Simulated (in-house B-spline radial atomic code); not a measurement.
Orbital energies and mean radii along the 22-electron series, configuration 1s2 2s2 2p6 3s2 3p6 3d3/2(4). The effective charge is n√(-2ε), a non-relativistic measure. Computed with a radial B-spline atomic code at the basis-set limit: Dirac-Hartree-Fock, jj configuration that fills j = l - 1/2 first, finite nuclei.

```csv
ion,Z,energy of 3p3/2 (Eh),mean radius of 3p3/2 (bohr),energy of 3p1/2 (Eh),mean radius of 3p1/2 (bohr),energy of 2s1/2 (Eh),mean radius of 2s1/2 (bohr),energy of 2p3/2 (Eh),mean radius of 2p3/2 (bohr),effective charge of 3p3/2
V+,23,-2.0586,1.0359,-2.2747,1.0313,-24.239,0.30584,-20.043,0.27362,6.0873
Cr2+,24,?,?,?,?,?,?,?,?,?
Mn3+,25,-3.7247,0.89516,-4.0275,0.88437,-30.948,0.2775,-26.145,0.24699,8.188
Fe4+,26,?,?,?,?,?,?,?,?,?
Co5+,27,?,?,?,?,?,?,?,?,?
Ni6+,28,-7.2551,0.73528,-7.6713,0.72366,-43.212,0.24334,-37.4,0.21544,11.428
Cu7+,29,-8.6743,0.69357,-9.1306,0.68216,-47.856,0.23366,-41.678,0.20662,12.495
Zn8+,30,-10.211,0.65629,-10.709,0.64513,-52.774,0.22469,-46.215,0.19847,13.557
Ga9+,31,-11.863,0.62281,-12.407,0.61189,-57.967,0.21634,-51.008,0.19094,14.613
Ge10+,32,-13.631,0.59256,-14.223,0.58188,-63.435,0.20855,-56.057,0.18394,15.664
As11+,33,-15.514,0.56512,-16.158,0.55465,-69.177,0.20127,-61.361,0.17743,16.711
Se12+,34,-17.511,0.54011,-18.212,0.52982,-75.196,0.19445,-66.92,0.17135,17.754
```

Problem. Fill in the row of Cr2+.

Solution. energy of 3p3/2 (Eh): -2.8102; mean radius of 3p3/2 (bohr): 0.96252; energy of 3p1/2 (Eh): -3.0729; mean radius of 3p1/2 (bohr): 0.95369; energy of 2s1/2 (Eh): -27.434; mean radius of 2s1/2 (bohr): 0.29101; energy of 2p3/2 (Eh): -22.941; mean radius of 2p3/2 (bohr): 0.25963; effective charge of 3p3/2: 7.1122.

Problem. Fill in the row of Fe4+.

Solution. energy of 3p3/2 (Eh): -4.7763; mean radius of 3p3/2 (bohr): 0.8352; energy of 3p1/2 (Eh): -5.1169; mean radius of 3p1/2 (bohr): 0.82366; energy of 2s1/2 (Eh): -34.755; mean radius of 2s1/2 (bohr): 0.26515; energy of 2p3/2 (Eh): -29.629; mean radius of 2p3/2 (bohr): 0.23551; effective charge of 3p3/2: 9.2722.

Problem. Fill in the row of Co5+.

Solution. energy of 3p3/2 (Eh): -5.9548; mean radius of 3p3/2 (bohr): 0.7822; energy of 3p1/2 (Eh): -6.3328; mean radius of 3p1/2 (bohr): 0.77049; energy of 2s1/2 (Eh): -38.845; mean radius of 2s1/2 (bohr): 0.2538; energy of 2p3/2 (Eh): -33.383; mean radius of 2p3/2 (bohr): 0.22504; effective charge of 3p3/2: 10.353.

Problem. How does the screening of 3p3/2 change?

Solution. Z less the effective charge goes from 16.91 at Z = 23 to 16.25 at Z = 34.
